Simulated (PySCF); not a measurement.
## Kr³⁺ (krypton, charge +3): UHF calculation

Configuration: [Ar] 3d10 4s2 4p3, high-spin 4S determinant. All numbers are calculated (PySCF 2.14, scalar relativity by spin-free X2C-1e, in jorge-DZP-DKH).

- Total energy: -2785.414276 hartree
- One-electron energy: -3824.8853 hartree
- Hartree (Coulomb) energy: 1133.9962 hartree
- Exchange energy: -94.5252 hartree
- ⟨S²⟩: 3.7503
- ⟨L²⟩: 0.000
- Sum of ⟨r⟩: 19.19 bohr
- Sum of ⟨r²⟩: 21.31 bohr²
- Langevin diamagnetic susceptibility: -16.9 ×10⁻⁶ cm³/mol
- Time after the integrals: 0.09 s of wall time on 1 thread of Neoverse-V2 (shared host)

```csv
shell,electrons,mean orbital energy (hartree),"rms radius, mean of both spins (bohr)"
1s α,1,-530.85950,0.0477
1s β,1,-530.83697,0.0477
2s α,1,-73.52718,0.198
2s β,1,-73.51547,0.198
2p α,3,-65.01704,0.177
2p β,3,-64.99251,0.177
3s α,1,-12.70731,0.565
3s β,1,-12.66788,0.565
3p α,3,-9.89624,0.581
3p β,3,-9.84328,0.581
3d α,5,-5.22382,0.608
3d β,5,-5.19675,0.608
4s α,1,-2.62408,1.58
4s β,1,-2.23374,1.58
4p α,3,-1.87377,1.80
```

Densities and radii are taken from the X2C orbitals without a picture-change correction, which distorts them close to the nucleus.
